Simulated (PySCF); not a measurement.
r2SCAN0 on Fe⁻ (iron, charge -1), [Ar] 3d7 4s2, high-spin 4F determinant. Calculation: PySCF 2.14, in dyall-av2z (16s12p7d2f, 101 functions); the non-relativistic Hamiltonian (point nucleus).

```
cycle= 1 E= -1263.62681188405  delta_E= -0.0176  |g|= 0.118  |ddm|= 0.391
cycle= 2 E= -1263.61627276387  delta_E= 0.0105  |g|= 0.263  |ddm|= 0.212
cycle= 3 E= -1263.63018485192  delta_E= -0.0139  |g|= 0.0049  |ddm|= 0.0946
cycle= 4 E= -1263.63025926149  delta_E= -7.44e-05  |g|= 0.00627  |ddm|= 0.041
cycle= 5 E= -1263.63030154621  delta_E= -4.23e-05  |g|= 0.00116  |ddm|= 0.0302
cycle= 6 E= -1263.6303183205  delta_E= -1.68e-05  |g|= 0.000568  |ddm|= 0.0309
cycle= 7 E= -1263.63031915361  delta_E= -8.33e-07  |g|= 0.00017  |ddm|= 0.00707
cycle= 8 E= -1263.63031916957  delta_E= -1.6e-08  |g|= 1.98e-05  |ddm|= 0.000659
cycle= 9 E= -1263.63031917008  delta_E= -5.14e-10  |g|= 3.66e-06  |ddm|= 0.000205
converged SCF energy = -1263.63031917008  <S^2> = 3.8293109  2S+1 = 4.0394608
```

Highest occupied orbital energy: 1.012 eV; ⟨L²⟩ = 12.03; populations by l: s 8.00, p 12.00, d 7.00, f 0.00.

Task: Can this result be used?

Result: With care. The run converged. ⟨S²⟩ = 3.83 against 3.75 shows spin contamination. At r2SCAN0 the highest occupied level has a positive energy, so only the finite basis holds that electron; in a semilocal or global hybrid functional this comes from self-interaction and does not mean that the real anion is unbound.
